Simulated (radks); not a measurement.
Values are calculated unless marked as measured or tabulated.
Question: Numerical settings for the zinc ion Zn24+, [He] 2s2 2p2. Code: a radial shooting solver on a logarithmic mesh with Libxc functionals. Model: Dirac Kohn-Sham, PBE, spin-unpolarised, spherical densities, point nucleus; open shells fill j = l - 1/2 first. The defaults (mesh step 0.008 in ln r, mesh end at 40 bohr or more with all orbitals vanishing there, Anderson mixing 0.5 over 9 steps, residual threshold near 1e-9 with the energy settled to 1e-9 hartree or 1e-11 of itself, here a cap of 60 iterations) give E = -1270.6028 hartree and 2p1/2 at -2299.7 eV in 13 iterations. Run on one thread of a shared host, so times are rough (Arm Neoverse V1): 0.04 s of CPU time, 0.04 s wall, 13 iterations on 2476 mesh points. One setting is changed at a time: mesh step in ln r 0.05; mesh step in ln r 0.03; mesh step in ln r 0.02; mesh end (bohr) 400; mesh end (bohr) 3; residual threshold 1e-13; residual threshold 0.1; mixing 1.5; linear mixing, mixing 0.2; linear mixing, mixing 0.8; mixing history 20; iteration cap 3. Which runs fail to converge, and which converge to a wrong energy?

Answer: Not converged within the cap: linear mixing, mixing 0.2; iteration cap 3. No run marked as converged misses the energy by more than 1 mhartree.
